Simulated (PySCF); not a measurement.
Species: C₈H₃N.
Atom-mapped SMILES: `[CH:1]#[C:2][CH:3]=[C:4]=[C:5]([C:6]#[CH:7])[C:8]#[N:9]` (hydrogens: H10 on C1; H11 on C3; H12 on C7)

Method: PySCF 2.14.0, PBE0-D3(BJ)/def2-SVP geometry optimisation, gas phase.

Question: What internal coordinates does the optimisation give?

Answer: 
```csv
bond,length (Å)
C1≡C2,1.212
C2–C3,1.423
C3=C4,1.312
C4=C5,1.326
C5–C6,1.432
C6≡C7,1.211
C5–C8,1.441
C8≡N9,1.158
C1–H10,1.075
C3–H11,1.100
C7–H12,1.075
```

A selection of angles:
```csv
angle,degrees
C2–C1–H10,179.6
C1–C2–C3,178.5
C2–C3–C4,124.4
C2–C3–H11,117.6
C4–C3–H11,118.0
C3–C4–C5,179.4
C4–C5–C6,122.4
C4–C5–C8,119.5
C6–C5–C8,118.2
C5–C6–C7,178.9
C6–C7–H12,179.7
C5–C8–N9,179.6
```

The 7 C–C bonds span 1.211 Å (C6≡C7, drawn triple) to 1.441 Å (C5–C8, drawn single), a spread of 0.230 Å.

Point group: C1 (no symmetry element, even within 0.4 Å). No PBE0-D3(BJ)/def2-SVP frequencies stand behind this structure, so it isn't proved a minimum.

Hardware: one thread of an Arm Neoverse V2 (shared host). Cost: 33 s, 0.70 GiB resident at most. This is the geometry optimisation.
